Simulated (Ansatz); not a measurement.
Energy difference R1 → 2 P1, each structure at its B3LYP-D3(BJ)/def2-TZVP stationary point, reached from a drawn start (curvature not checked).
R1: O2 (SMILES O=O), charge 0, multiplicity 3.
P1: O atom, charge 0, multiplicity 3.

P less R. No zero-point or thermal terms; open shells are unrestricted; no spin–orbit coupling.

Cores are frozen in the correlated methods.

Programs: Ansatz (Gaussian orbitals). Each number belongs to the level named beside it.

PBE/def2-TZVPP gives 143.87 kcal/mol for the reaction energy.

Question: How do the other levels lie against it? Give each less PBE: r2SCAN/def2-TZVPP, B3LYP/def2-TZVPP, wB97M-V/def2-TZVPP, B2PLYP/def2-TZVPP, MP2/cc-pVQZ, CCSD(T)/cc-pVQZ.

Answer: r2SCAN/def2-TZVPP -14.03; B3LYP/def2-TZVPP -20.12; wB97M-V/def2-TZVPP -20.73; B2PLYP/def2-TZVPP -21.58; MP2/cc-pVQZ -14.98; CCSD(T)/cc-pVQZ -26.69 kcal/mol. 0 of 6 lie above PBE; the widest gap is to CCSD(T)/cc-pVQZ.

Ansatz is a program for electronic structure.
